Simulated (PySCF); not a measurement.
Vertical excitations of a molecule CH6F2OSi2 from TDDFT-PBE/def2-SVPD (PySCF), as energy in eV (oscillator strength): 4.75 (0.001), 5.59 (0.000), 6.13 (0.015), 6.20 (0.003), 6.45 (0.004), 6.73 (0.031), 6.76 (0.023), 7.00 (0.003), 7.02 (0.000), 7.05 (0.017). Lowest triplet (TDA): 4.54 eV. Geometry optimised at ωB97X-D3(BJ)/def2-SVP. The values are those of a single conformer.

Question: Which structure fits?
(A) C[Si@H](F)[Si@H](O)F
(B) O[Si@H]([SiH3])C(F)F
(C) O[Si@@H](F)C[SiH2]F
(D) OC([SiH2]F)[SiH2]F

Answer: D, OC([SiH2]F)[SiH2]F
